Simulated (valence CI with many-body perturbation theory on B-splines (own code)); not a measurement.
The numbers below are computed, except where a source is named.
# Run record, Ce²⁶⁺

The program does CI of the valence electrons with many-body perturbation theory for a frozen closed Dirac-Fock core.

Command, and the settings that its task file holds:

```sh
python run_cv.py task.json out
```

```
atom Ce  Z=58  mass_number=140  rms_radius_fm=4.8771
core [Ar] 3d10
valence 4s2 4p2
avg = 1
basis = S
breit = 1
cap = 10000
capref = 1200
cscale = 1
de = 0.0
dress = 0
eps = 2e-08
extrap = 1
h = 0.27
hh = 1
l2 = 3
lcore = 6
maxit = 60
n2 = 5
natural = 1
nlev = 20
nno = [3, 3, 3, 2, 1]
nroot = 26
nsp = [3, 3, 2, 1, 0]
pt2 = 1
qed = 1
rmax = 0.43
rpa = 1
s1 = 1
s2 = 1
s3 = 1
screen = 1
tol = 2e-05
whole = 1
```

Log. The first blocks belong to the next ion, which gives the ionisation energy. Fields: 2J, parity (1 odd), roots, reference size, generating configurations, candidates as configurations/state functions, variational space P, stored matrix elements, Davidson steps; e2 is the range of second-order energies in hartree. The first line gives the box (bohr), its intervals, the orbitals and the steps of their self-consistent field. Window is the range of levels sought, series limit the energy at which the first omitted orbital would enter, core excitation an estimate of the first excitation out of the core, left out the lowest levels not solved, and shifts from estimates the range by which levels moved from their first estimate, all in cm⁻¹.

```
rmax 0.4 intervals 50 orbitals 33 references ['4s2 4p2', '4f4', '4d 4f3'] scf 2 t 0.9
2J=9 par=1 roots 2 ref 31 generators 4 cand 506/1326 P 170/460 nnz 0 it 0
2J=9 par=1 roots 2 ref 31 generators 4 cand 352/897 P 241/621 nnz 0 it 0
   second order: generators 5 cand 519/1401 e2 -0.00000 -0.00000
```

(1) What became of the run, and why?

Answers

(1) It gave no result. The program said: "need at least one array to concatenate".
